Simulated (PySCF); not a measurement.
Si(F)(OH)(NH2)2 (FH5N2OSi), SMILES N[Si](N)(O)F.

The structure is a stationary point at B3LYP-D3(BJ)/def2-SVP. This is a generated structure with no PubChem entry under its InChIKey; it may be hypothetical. Other conformers were not sampled.

Method: PBE0/def2-TZVP (PySCF).

Isolated molecule, no solvent.

Question: Estimate the frontier levels, gap, dipole moment and polarisability. (The exact figures need the calculation; the answer reports its results.)

Answer: 
```
Property                                                                                                        Value
---------------------------------------------------------------------------------------------  ----------------------
highest occupied level                                                                                       -7.70 eV
lowest empty level                                                                                            0.67 eV
orbital gap                                                                                                   8.37 eV
dipole moment                                                                                                  1.20 D
quadrupole, principal values (traceless, Buckingham form, about the centre of nuclear charge)  -11.15, 2.37, 8.78 D·Å
mean static polarisability                                                                       40.3 bohr³ (5.98 Å³)
polarisability, principal values                                                               36.2, 41.8, 43.0 bohr³
```
